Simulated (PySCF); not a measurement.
# Working out the ionisation energy of Se⁺

Se⁺ [Ar] 3d10 4s2 4p3 (4S) → Se²⁺ [Ar] 3d10 4s2 4p2 (3P). All numbers are calculated (PySCF 2.14, no relativity, point nucleus, in def2-SVP). Frozen: [Ar] 3d10. Energies in hartree (1 hartree = 27.21139 eV):

| part | Se⁺ (lower) | Se²⁺ (upper) |
| --- | --- | --- |
| UHF | -2399.214942 | -2398.447679 |
| CCSD correlation | -0.074957 | -0.063901 |
| (T) | -0.000881 | -0.000710 |

Problem. What does Hartree-Fock give?

Solution. (-2398.447679) − (-2399.214942) = 0.767263 hartree = 20.878 eV.

Problem. What do CCSD and CCSD(T) give?

Solution. The CCSD correlation energies differ by 0.011056 hartree = 0.301 eV and the triples by 0.000171 hartree = 0.005 eV, so CCSD gives 21.179 eV and CCSD(T) 21.184 eV.

Reference: 21.196 ± 0.01 eV (measured; NIST Atomic Spectra Database, ionization energies), between the lowest levels; spin-orbit coupling is absent from the calculation.

The calculation is non-relativistic.

A double-zeta basis recovers only part of the correlation energy.

What remains against the reference includes basis incompleteness, the frozen core and higher excitations.
